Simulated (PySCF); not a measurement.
**Bonding in `O=C=C(CCl)CC[SiH3]`**

Species: C5H9ClOSi.
SMILES with atom numbers: `[O:1]=[C:2]=[C:3]([CH2:4][Cl:5])[CH2:6][CH2:7][SiH3:8]` (hydrogens: H9, H10 on C4; H11, H12 on C6; H13, H14 on C7; H15, H16, H17 on Si8)

Structure used (GFN2-xTB), in Å, numbered top down from 1:
```xyz
17
C5H9ClOSi angstrom
O     -2.2728   -2.6061    0.9664
C     -1.8753   -1.5422    0.7111
C     -1.3782   -0.3852    0.3913
C     -2.2293    0.7342   -0.0952
Cl    -2.6132    1.8795    1.2576
C      0.1023   -0.1154    0.6087
C      0.8909   -0.1954   -0.6961
Si     2.7365    0.2182   -0.4597
H     -1.7066    1.3319   -0.8402
H     -3.1877    0.3913   -0.4796
H      0.1955    0.8803    1.0473
H      0.5035   -0.8367    1.3217
H      0.7872   -1.1997   -1.1110
H      0.4546    0.4869   -1.4279
H      3.4163    0.0752   -1.7468
H      2.8568    1.5955    0.0201
H      3.3127   -0.7004    0.5225
```

Bond orders from the PBE0/pcSseg-1 density (PySCF). One conformer (not necessarily the lowest) at the GFN2-xTB geometry, without solvent, vibrations or thermal averaging.

(1) Where do the orders between heavy atoms depart from those drawn in the SMILES?

(2) Give the Mayer order of every bond between heavy atoms, beside its length.

Results:

(1) The largest departure is 0.322, at C2–C3 (drawn double, 1.678). Drawn double or triple, more than 0.30 short of the drawn order: C2–C3 (1.678).

(2) 
```
  bond  drawn as  length (Å)  Mayer order
 O1–C2    double       1.164        2.160
 C2–C3    double       1.299        1.678
 C3–C4    single       1.488        1.049
C4–Cl5    single       1.814        0.982
 C3–C6    single       1.520        1.000
 C6–C7    single       1.527        1.012
C7–Si8    single       1.906        0.911
```

By pair of heavy elements: C–C: lowest C3–C6 (1.000, 1.520 Å), highest C2–C3 (1.678, 1.299 Å).

Question: And the bonds to hydrogen?

Answer: C–H: 0.93 to 0.95 (6 bonds); H–Si: 0.95 (3 bonds).

Question: Sum the orders of all bonds at each heavy atom with more than one neighbour and set the sums beside the valence in the SMILES.

Answer: C2 3.838 (drawn 4), C3 3.727 (drawn 4), C4 3.895 (drawn 4), C6 3.897 (drawn 4), C7 3.811 (drawn 4), Si8 3.755 (drawn 4). Orders between atoms that aren't bonded are not in these sums.

The Mayer order sums products of elements of PS (density times overlap matrix) between the two atoms' basis functions, so it depends on the basis set.
